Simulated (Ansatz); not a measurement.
Stepwise reaction of `[F][Al]([F])[Cl]` with methanol, as a gas-phase model of exchange steps in deposition or etching. ΔE in kJ/mol.

Gas-phase electronic energies from Ansatz, PBE0-D4/def2-TZVP geometries. CBS: MP2 limit from def2 TZ/QZ plus the TZ coupled-cluster correction, frozen cores. This one scheme is used for every species. Functionals use def2-TZVPP. B3LYP here is the variant with VWN-RPA as its local correlation; programs differ in this. One conformer a species, not always the lowest.

```tsv
step	reaction	PBE-D4	B3LYP-D4	ωB97M-V	CCSD(T)/CBS
2	`C[O][Al]([F])[Cl]` + CH₃OH → `C[O][Al]([Cl])[O]C` + H–F	46.9	46.4	48.0	46.5
```

(1) Give the row of step 1, `[F][Al]([F])[Cl]` + CH₃OH → `C[O][Al]([F])[Cl]` + H–F. (Best estimate.)

(2) By hand: ΔE of the 2 steps together at CCSD(T)/CBS.

## Answers

(1) The calculation gave: 
```tsv
step	reaction	PBE-D4	B3LYP-D4	ωB97M-V	CCSD(T)/CBS
1	`[F][Al]([F])[Cl]` + CH₃OH → `C[O][Al]([F])[Cl]` + H–F	42.6	41.9	43.6	42.4
```

(2) (42.4) + (46.5) = 88.9 kJ/mol, or 44.5 kJ/mol a step.

In ΔE the steps differ by no more than 4.1 kJ/mol. All are uphill at CCSD(T)/CBS. PBE-D4 differs from CCSD(T)/CBS by 0.2 to 0.4 kJ/mol a step. Isolated molecules leave out the surface, adducts and barriers. Largest T1 diagnostic: 0.012.
